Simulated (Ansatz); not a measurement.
Start from `BC(C)=S` and change one atom or group to get `C=NC(C)=S`.

Ansatz, PBE0-D4/def2-TZVP geometries, multiplicity 1.  `BC(C)=S` holds a close contact that its SMILES doesn't draw: S···B 2.13 Å.

| property | `BC(C)=S` |
| --- | --- |
| HOMO–LUMO gap (PBE0/def2-TZVPP) / eV | 5.05 |
| size of the dipole moment (PBE/def2-TZVPP) / D | 2.66 |
| HOMO energy (ωB97M-V/def2-TZVPP) / eV | -9.60 |
| HOMO energy (B3LYP/def2-TZVPP) / eV | -7.24 |
| HOMO energy (PBE/def2-TZVPP) / eV | -6.35 |
| size of the dipole moment (ωB97M-V/def2-TZVPP) / D | 2.66 |

Q: What does the change do to each property? (Estimate.)

A: Computed: 
```json
{"property": "HOMO–LUMO gap (PBE0/def2-TZVPP) / eV", "`C=NC(C)=S`": "4.40", "shift": "-0.65"}
{"property": "size of the dipole moment (PBE/def2-TZVPP) / D", "`C=NC(C)=S`": "2.86", "shift": "0.20"}
{"property": "HOMO energy (ωB97M-V/def2-TZVPP) / eV", "`C=NC(C)=S`": "-8.59", "shift": "1.01"}
{"property": "HOMO energy (B3LYP/def2-TZVPP) / eV", "`C=NC(C)=S`": "-6.13", "shift": "1.11"}
{"property": "HOMO energy (PBE/def2-TZVPP) / eV", "`C=NC(C)=S`": "-5.15", "shift": "1.20"}
{"property": "size of the dipole moment (ωB97M-V/def2-TZVPP) / D", "`C=NC(C)=S`": "2.94", "shift": "0.28"}
```

With PBE0 the HOMO rises by 1.10 eV and the LUMO rises by 0.45 eV, so the gap narrows by about 0.65 eV. PBE moves the HOMO by 1.20 eV and ωB97M-V by 1.01 eV. The zero-point energy changes by 28.3 kJ/mol with +3 modes. Dipoles are sizes alone; their direction can turn.

B3LYP here is the variant with VWN-RPA as its local correlation; programs differ in this.
